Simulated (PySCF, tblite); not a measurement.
Isomers of C5H11NSi, one GFN2-xTB conformer each. Single-point energies are computed at PBE0/pcSseg-1 (PySCF, gas phase, no added dispersion term), electronic only.

| SMILES | GFN2-xTB relative energy (kcal/mol) |
| --- | --- |
| C/N=C/C1C[SiH2]C1 | 27.6 |
| C=C[Si@@H](N)C1CC1 | 35.3 |
| C=C[C@@H]1CCN[SiH2]1 | 2.8 |
| C=C1CCN(C)[SiH2]1 | 0.0 |

Conformers: `[CH3:1]/[N:2]=[CH:3]/[CH:4]1[CH2:5][SiH2:6][CH2:7]1` with N2–C3–C4–C5 110°; `[CH2:1]=[CH:2][Si@@H:3]([NH2:4])[CH:5]1[CH2:6][CH2:7]1` with C1–C2–Si3–N4 -9°, C2–Si3–N4–H 166° and -57°, C2–Si3–C5–C6 56°; `[CH2:1]=[CH:2][C@@H:3]1[CH2:4][CH2:5][NH:6][SiH2:7]1` with C1–C2–C3–C4 -136°, C2–C3–C4–C5 -160°, C3–C4–C5–N6 43°, C4–C5–N6–Si7 -29°, C5–N6–Si7–C3 6°; `[CH2:1]=[C:2]1[CH2:3][CH2:4][N:5]([CH3:6])[SiH2:7]1` with C1–C2–C3–C4 -154°, C2–C3–C4–N5 -34°, C3–C4–N5–C6 -170°, C4–N5–Si7–C2 -13°.

What does PBE0/pcSseg-1 give for the same structures?

```tsv
SMILES	PBE0/pcSseg-1 E (Eh)	PBE0/pcSseg-1 (kcal/mol)	GFN2-xTB (kcal/mol)	point group
C=C[C@@H]1CCN[SiH2]1	-540.91954	0.0	2.8	C1
C=C1CCN(C)[SiH2]1	-540.91188	4.8	0.0	C1
C=C[Si@@H](N)C1CC1	-540.90692	7.9	35.3	C1
C/N=C/C1C[SiH2]C1	-540.88296	23.0	27.6	C1
```

GFN2-xTB puts C=C1CCN(C)[SiH2]1 lowest instead; measured from each level's own lowest isomer, the values differ by up to 27.4 kcal/mol (C=C[Si@@H](N)C1CC1: 35.3 against 7.9). As drawn, the lowest has an N–H bond and a C=C bond outside aromatic rings, which the highest lacks; the highest has a four-membered ring and a C=N bond, which the lowest lacks.

Which frontier levels, dipoles and rotational constants go with these structures?

```csv
SMILES,"HOMO (eV, PBE0/pcSseg-1)",LUMO (eV),dipole (D),"A, B, C (MHz)"
C=C[C@@H]1CCN[SiH2]1,-6.57,0.54,1.30,"4049, 1568, 1221"
C=C1CCN(C)[SiH2]1,-6.20,-0.13,0.81,"4076, 1769, 1297"
C=C[Si@@H](N)C1CC1,-7.21,-0.21,0.83,"3020, 1575, 1257"
C/N=C/C1C[SiH2]C1,-7.04,0.04,1.30,"5405, 1105, 1051"
```

What happens when harmonic zero-point energies from GFN2-xTB frequencies are added?

```tsv
SMILES	ZPE (kcal/mol)	electronic (kcal/mol)	with ZPE (kcal/mol)
C=C[C@@H]1CCN[SiH2]1	92.3	0.0	0.0
C=C1CCN(C)[SiH2]1	91.9	4.8	4.4
C=C[Si@@H](N)C1CC1	91.8	7.9	7.4
C/N=C/C1C[SiH2]C1	90.9	23.0	21.6
```

The zero-point energies span 1.4 kcal/mol. The order is unchanged.
